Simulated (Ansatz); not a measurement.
Consider the isomerisation: `COC1O[SiH2]1` → `CC(=O)O[SiH3]`.

Isolated molecules relaxed with PBE0-D4/def2-TZVP in Ansatz; ΔE leaves out vibrations. CCSD(T)/CBS is the MP2 limit (def2-TZVPP, def2-QZVPP) plus CCSD(T) − MP2 in def2-TZVPP, frozen cores. Functionals use def2-TZVPP. B3LYP here is the variant with VWN-RPA as its local correlation; programs differ in this. Each species was taken in one conformer, which may not be the lowest.

| level | ΔE (kJ/mol) | difference from CCSD(T)/CBS |
| --- | --- | --- |
| PBE-D4 | -223.6 | 12.5 |
| revPBE-D4 | -226.5 | 9.6 |
| BLYP-D4 | -237.1 | -1.0 |
| B97M-V | -239.6 | -3.5 |
| B3LYP-D4 | -241.9 | -5.8 |
| r2SCANh-D4 | -238.0 | -1.9 |
| BHLYP-D4 | -251.9 | -15.8 |
| CAM-B3LYP-D4 | -242.6 | -6.5 |
| ωB97M-V | -237.6 | -1.5 |
| PBE-QIDH | -238.5 | -2.4 |
| r2SCAN | -236.5 | -0.4 |
| RPA@PBE/def2-TZVPP | -233.7 | 2.4 |
| CCSD/def2-SVP | -265.9 | -29.8 |
| HF/def2-TZVPP | -279.5 | -43.4 |
| MP2/def2-QZVPP | -238.1 | -2.0 |
| CCSD/CBS(def2) | -239.1 | -3.0 |
| CCSD(T)/CBS | -236.1 | 0 |

Largest T1 diagnostic among the species: 0.014.

From BLYP to BHLYP (50 % exact exchange), in def2-TZVPP and without D4, ΔE moves by −15.1 kJ/mol. In def2-TZVPP, CCSD(T) changes the Hartree–Fock value by +39.5 kJ/mol (the triples alone add +3.0 kJ/mol) and MP2 by +38.9 kJ/mol.

CCSD(T)/CBS has its own doubt, a few kJ/mol and more with outer-core shells, so smaller differences from it don't rank the levels.
